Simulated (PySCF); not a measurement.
A calculated (r2SCAN, PySCF 2.14, ANO-RCC-VTZP, scalar relativity by spin-free X2C-1e) atom or ion has these occupied shells.

| shell | electrons | orbital energy (eV) | rms radius, mean of both spins (bohr) |
| --- | --- | --- | --- |
| 1s α | 1 | -11739.3 | 0.0524 |
| 1s β | 1 | -11739.2 | 0.0524 |
| 2s α | 1 | -1499.1 | 0.220 |
| 2s β | 1 | -1499.1 | 0.220 |
| 2p α | 3 | -1312.8 | 0.196 |
| 2p β | 3 | -1312.7 | 0.196 |
| 3s α | 1 | -195.60 | 0.641 |
| 3s β | 1 | -195.48 | 0.641 |
| 3p α | 3 | -137.18 | 0.668 |
| 3p β | 3 | -137.03 | 0.668 |
| 3d α | 5 | -41.598 | 0.761 |
| 3d β | 5 | -41.327 | 0.761 |
| 4s α | 1 | -16.010 | 2.10 |
| 4s β | 1 | -12.901 | 2.10 |
| 4p α | 3 | -6.303 | 2.70 |

(1) Name the element and its charge.

Answers

(1) As (arsenic, neutral), in [Ar] 3d10 4s2 4p3, high-spin 4S determinant.
